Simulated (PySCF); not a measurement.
Gas-phase reaction: Cd + 2 HBr ⇌ CdBr₂ + H₂

Method: PySCF energies plus ideal-gas RRHO corrections (1 bar). † marks an energy on the PBE0/def2-TZVP geometry and frequencies; other levels use their own. All species are closed-shell singlets. Cd: scalar-relativistic def2 core potential, no spin-orbit coupling. Br: all electrons, no relativistic terms. The harmonic model lacks anharmonicity and excited electronic states, which grow with temperature; levels with a mode under 35 cm⁻¹ are left out. Soft modes under 120 cm⁻¹ make the harmonic entropy rough for CdBr₂.

```tsv
level	ΔE electronic, kJ	ΔH°(298 K), kJ	ΔS°(298 K), J/K	ΔG°(1200 K), kJ
BLYP/def2-TZVP†	-127	-128	-124	13
M06-2X/def2-TZVP†	-192	-193	-124	-52
PBE/def2-SVP	-152	-153	-124	-12
PBE0/def2-QZVP†	-178	-179	-124	-38
r2SCAN/def2-TZVP†	-188	-189	-124	-48
ωB97X-V/def2-TZVP†	-196	-197	-124	-56
```
ΔH° is lowest at ωB97X-V/def2-TZVP† and highest at BLYP/def2-TZVP†. No reference value is set beside these.
